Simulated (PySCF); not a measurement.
Excitations are Tamm–Dancoff values on a coarser integration grid. The basis has no diffuse functions, so Rydberg states are missing or too high.

Cartesian coordinates (Å):
```xyz
7

S      2.3493    -0.4098     0.2631
In     0.0007     0.0004    -0.0001
S     -1.4755    -1.8048    -0.5626
S     -0.8734     2.2139     0.2995
H      2.2329    -1.7217    -0.0065
H     -2.5658    -1.0185    -0.5709
H      0.3319     2.7404     0.5775
```
Charge 0, spin multiplicity 1.

### Question
Give the HOMO–LUMO gap, dipole moment, T1 excitation (TDA), S1 excitation (TDA), S1–T1 gap (TDA), LUMO, total energy and HOMO at the level PBE-D3(BJ)/def2-TZVP // B3LYP-D3(BJ)/def2-TZVP (PySCF).

### Answer

```json
{
 "HOMO–LUMO gap": "3.67 eV",
 "dipole_moment": "0.001 e·Å",
 "T1 excitation (TDA)": "3.51 eV",
 "S1 excitation (TDA)": "3.79 eV",
 "S1–T1 gap (TDA)": "0.27 eV",
 "LUMO": "-2.72 eV",
 "total_energy": "-37719.23 eV",
 "HOMO": "-6.39 eV"
}
```
